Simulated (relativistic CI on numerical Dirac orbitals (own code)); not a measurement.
## How well does a small relativistic CI reproduce V³⁺?

Computed by Dirac-Coulomb-Breit CI, separate exchange-only KLI orbitals for each configuration, model QED (radiative potential, 1s self-energy scaled to tabulated hydrogen-like ionisation energies), valence Slater integrals scaled by 0.85, P86 correlation energy added to each configuration (own radial code, finite nucleus).

Configuration list (outside the closed core [Ne]): 3s²3p⁶3d², 3s²3p⁶3d4s, 3s²3p⁶3d4p, 3s²3p⁵3d³, 3s²3p⁶3d4d, 3s²3p⁶3d5s, 3s²3p⁶4s², 3s²3p⁶3d5p, 3s²3p⁶3d4f, 3s²3p⁶4s4p, 3s²3p⁶3d5d, 3s²3p⁶3d6s, 3s²3p⁶3d6p, 3s²3p⁶3d5f, 3s²3p⁶3d5g, 3s²3p⁶3d6d, 3s²3p⁶4p², 3s²3p⁶4s4d, 3s3p⁶3d³, 3s²3p⁶4p4d. Double excitations out of closed p, d and f shells are left out; levels of such configurations are missing from the list, as are those of other unlisted configurations, and high levels can miss mixing partners.

| Configuration | Term (tabulated) | J | Measured (cm⁻¹) | Computed | Error | Purity (%) |
| --- | --- | --- | --- | --- | --- | --- |
| 3s²3p⁶3d² | 3F | 2 | 0.0 | 0 | 0 | 100 |
| 3s²3p⁶3d² | 3F | 3 | 325.4 | 300 | -26 | 100 |
| 3s²3p⁶3d² | 3F | 4 | 734.7 | 678 | -56 | 100 |
| 3s²3p⁶3d² | 1D | 2 | 10959.3 | 11178 | 219 | 98 |
| 3s²3p⁶3d² | 3P | 1 | 13239.2 | 13157 | -82 | 100 |
| 3s²3p⁶3d² | 3P | 2 | 13458.3 | 13361 | -97 | 98 |
| 3s²3p⁶3d² | 1G | 4 | 18391.2 | 18064 | -327 | 100 |
| 3s²3p⁶3d² | 1S | 0 | 42462.1 | 43939 | 1477 | 99 |
| 3s²3p⁶3d4s | 3D | 1 | 96196.1 | 100036 | 3840 | 100 |
| 3s²3p⁶3d4s | 3D | 2 | 96412.1 | 100240 | 3828 | 99 |
| 3s²3p⁶3d4s | 3D | 3 | 96798.0 | 100602 | 3804 | 100 |
| 3s²3p⁶3d4s | 1D | 2 | 100200.7 | 103971 | 3770 | 99 |
| 3s²3p⁶3d4p | 1D° | 2 | 144273.1 | 147730 | 3457 | 96 |
| 3s²3p⁶3d4p | 3D° | 1 | 146117.7 | 149092 | 2975 | 99 |
| 3s²3p⁶3d4p | 3D° | 2 | 146429.3 | 149394 | 2964 | 96 |
| 3s²3p⁶3d4p | 3D° | 3 | 146855.1 | 149793 | 2938 | 95 |
| 3s²3p⁶3d4p | 3F° | 2 | 147135.2 | 150183 | 3048 | 95 |
| 3s²3p⁶3d4p | 3F° | 3 | 147656.5 | 150661 | 3005 | 96 |
| 3s²3p⁶3d4p | 3F° | 4 | 148369.2 | 151334 | 2965 | 100 |
| 3s²3p⁶3d4p | 3P° | 1 | 151427.0 | 154281 | 2854 | 98 |
| 3s²3p⁶3d4p | 3P° | 0 | 151449.1 | 154301 | 2852 | 100 |
| 3s²3p⁶3d4p | 3P° | 2 | 151567.3 | 154419 | 2851 | 99 |
| 3s²3p⁶3d4p | 1F° | 3 | 153918.7 | 156432 | 2513 | 99 |
| 3s²3p⁶3d4p | 1P° | 1 | 155565.5 | 158010 | 2444 | 98 |
| 3s²3p⁶3d4d | 1F | 3 | 215957.7 | 217537 | 1579 | 96 |
| 3s²3p⁶3d4d | 3D | 1 | 216905.0 | 218324 | 1419 | 96 |
| 3s²3p⁶3d4d | 3D | 2 | 217108.0 | 218505 | 1397 | 100 |
| 3s²3p⁶3d4d | 3D | 3 | 217350.0 | 218737 | 1387 | 97 |
| 3s²3p⁶3d4d | 3G | 3 | 217836.3 | 219161 | 1325 | 99 |
| 3s²3p⁶3d4d | 1P | 1 | 217990.7 | 219598 | 1607 | 95 |
| 3s²3p⁶3d4d | 3G | 4 | 218100.0 | 219410 | 1310 | 100 |
| 3s²3p⁶3d4d | 3G | 5 | 218463.6 | 219755 | 1292 | 100 |
| 3s²3p⁶3d4d | 3S | 1 | 220343.5 | 221589 | 1245 | 99 |
| 3s²3p⁶3d4d | 3F | 2 | 222794.6 | 225036 | 2241 | 99 |
| 3s²3p⁶3d4d | 3F | 3 | 223033.0 | 225265 | 2232 | 100 |
| 3s²3p⁶3d4d | 3F | 4 | 223304.6 | 225525 | 2220 | 100 |
| 3s²3p⁶3d4d | 1D | 2 | 225804.1 | 227483 | 1679 | 94 |
| 3s²3p⁶3d4d | 3P | 0 | 226521.6 | 228298 | 1776 | 98 |
| 3s²3p⁶3d4d | 3P | 1 | 226617.1 | 228405 | 1787 | 99 |
| 3s²3p⁶3d4d | 3P | 2 | 226796.3 | 228570 | 1773 | 96 |
| 3s²3p⁶3d4d | 1G | 4 | 227712.5 | 229220 | 1508 | 99 |
| 3s²3p⁶3d4d | 1S | 0 | 234121.8 | 235510 | 1388 | 69 |
| 3s²3p⁶3d5s | 3D | 1 | 236148.6 | 236937 | 788 | 100 |
| 3s²3p⁶3d5s | 3D | 2 | 236322.4 | 237110 | 788 | 96 |
| 3s²3p⁶3d5s | 3D | 3 | 236766.9 | 237521 | 755 | 100 |
| 3s²3p⁶3d5s | 1D | 2 | 237638.8 | 238526 | 887 | 94 |
| 3s²3p⁶3d5p | 1D° | 2 | 254468.8 | 255436 | 967 | 83 |
| 3s²3p⁶3d5p | 3D° | 1 | 254824.1 | 255726 | 901 | 99 |
| 3s²3p⁶3d5p | 3D° | 2 | 255146.8 | 256032 | 885 | 86 |
| 3s²3p⁶3d5p | 3D° | 3 | 255445.5 | 256310 | 865 | 99 |
| 3s²3p⁶3d5p | 3F° | 2 | 255463.3 | 256348 | 885 | 88 |
| 3s²3p⁶3d5p | 3F° | 3 | 255747.6 | 256613 | 865 | 99 |
| 3s²3p⁶3d5p | 3F° | 4 | 256251.7 | 257084 | 832 | 100 |
| 3s²3p⁶3d5p | 3P° | 0 | 256739.9 | 257722 | 982 | 100 |
| 3s²3p⁶3d5p | 3P° | 1 | 256781.8 | 257775 | 993 | 95 |
| 3s²3p⁶3d5p | 3P° | 2 | 257143.2 | 258106 | 962 | 99 |
| 3s²3p⁶3d5p | 1F° | 3 | 257690.8 | 258733 | 1042 | 98 |
| 3s²3p⁶3d5p | 1P° | 1 | 258288.8 | 259411 | 1122 | 94 |
| 3s²3p⁶3d4f | 1G° | 4 | 263111.4 | 266210 | 3099 | 83 |
| 3s²3p⁶3d4f | 3F° | 2 | 263593.0 | 266630 | 3037 | 92 |
| 3s²3p⁶3d4f | 3H° | 4 | 263822.4 | 267432 | 3610 | 84 |
| 3s²3p⁶3d4f | 3H° † | 5 | 264161.8 | 267615 | 3453 | 87 |
| 3s²3p⁶3d4f | 3H° † | 6 | 264845.7 | 267867 | 3021 | 100 |

Measured levels from Sugar and Corliss, J. Phys. Chem. Ref. Data 7, 1191 (1978); pairs were made by configuration, J and term (by order where the table uses no LS term), so strongly mixed levels may be paired wrongly.

Mean error by configuration (cm⁻¹): 3s²3p⁶3d² 158; 3s²3p⁶3d4s 3810; 3s²3p⁶3d4p 2905; 3s²3p⁶3d4d 1620; 3s²3p⁶3d5s 805; 3s²3p⁶3d5p 942; 3s²3p⁶3d4f 3249. Over the excited levels the mean absolute error is 1764 cm⁻¹ (62 of the 66 excited levels that our extract of the source holds in range could be paired, and the others can miss by more), and the median relative error of those above 1,000 cm⁻¹ is 0.74 %. Some levels of the ground configuration have no partner. † marks terms whose computed intervals miss the measured ones by more than a factor of 2.5, or configurations far off the rest, from wrong mixing, a near crossing or a doubtful label or measurement; they are left out of the means.
